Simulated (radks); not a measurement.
Values are calculated unless marked as measured or tabulated.
Removal energies from the holmium ion Ho6+, [Xe] 4f(5/2: 6, 7/2: 1), by Delta-SCF beside the eigenvalue of the level emptied. Code: a radial shooting solver on a logarithmic mesh with Libxc functionals. Model: Dirac Kohn-Sham, BLYP, spin-unpolarised, spherical densities, finite nucleus; Fermi nuclear charge, rms radius of each element as measured or else 0.836 A^(1/3) + 0.57 fm. Sub-shells are occupied by j as written (lower j first in brackets).

[
 {"removed from": "5p3/2", "final configuration": "[Kr] 4d10 4f(5/2: 6, 7/2: 1) 5s2 5p(1/2: 2, 3/2: 3)", "Delta-SCF (eV)": "111.51", "-eigenvalue (eV)": "103.31"},
 {"removed from": "4f7/2", "final configuration": "[Xe] 4f(5/2: 6, 7/2: 0)", "Delta-SCF (eV)": "115.28", "-eigenvalue (eV)": "102.16"},
 {"removed from": "4f5/2", "final configuration": "[Xe] 4f(5/2: 5, 7/2: 1)", "Delta-SCF (eV)": "116.62", "-eigenvalue (eV)": "103.42"},
 {"removed from": "5p1/2", "final configuration": "[Kr] 4d10 4f(5/2: 6, 7/2: 1) 5s2 5p(1/2: 1, 3/2: 4)", "Delta-SCF (eV)": "119.10", "-eigenvalue (eV)": "110.54"}
]
